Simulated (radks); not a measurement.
Spin polarisation of the 6p1 shell in Tl. Start: [Hg] 6p(up 0.5, down 0.5); electrons of 6p are moved from spin down to spin up, other shells keep equal spins. Method: scalar-relativistic Kohn-Sham, SCAN, spin-polarised, spherical densities, finite nucleus; meta-GGA in the generalised Kohn-Sham scheme; Fermi nuclear charge, rms radius of each element as measured or else 0.836 A^(1/3) + 0.57 fm; computed with a radial shooting solver on a logarithmic mesh with Libxc functionals.

moment (Bohr magnetons),E - E(0) (eV),e(6p up) (eV),e(6p down) (eV),6s down minus up (eV)
0,0.000,-2.385,-2.385,0.000
0.25,-0.016,-2.508,-2.246,0.157
0.5,-0.065,-2.613,-2.092,0.304
0.75,-0.147,-2.698,-1.912,0.438

At moment 0.75 the spin-polarisation energy is -0.147 eV and the 6p exchange splitting 0.785 eV, that is 1.047 eV per Bohr magneton; E = -I m^2/4 would give I = 1.044 eV.
